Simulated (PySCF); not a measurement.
**Electron correlation in C²⁺ (carbon, charge +2)**

[He] 2s1 3s1, high-spin 3S determinant (an excited configuration). Computed with PySCF 2.14 in x2c-QZVPPall with one added diffuse shell each of s, p, d, f type (8s5p4d3f1g, 73 functions), with the spin-free X2C one-electron Hamiltonian (Gaussian nucleus). Frozen: 1s2; 2 electrons correlated.

Total MP2 correlation energy: -4.74 mhartree.

Same-spin part -4.74 and opposite-spin part 0.00 mhartree; SCS-MP2 scales them by 1/3 and 6/5 to -1.58 mhartree.
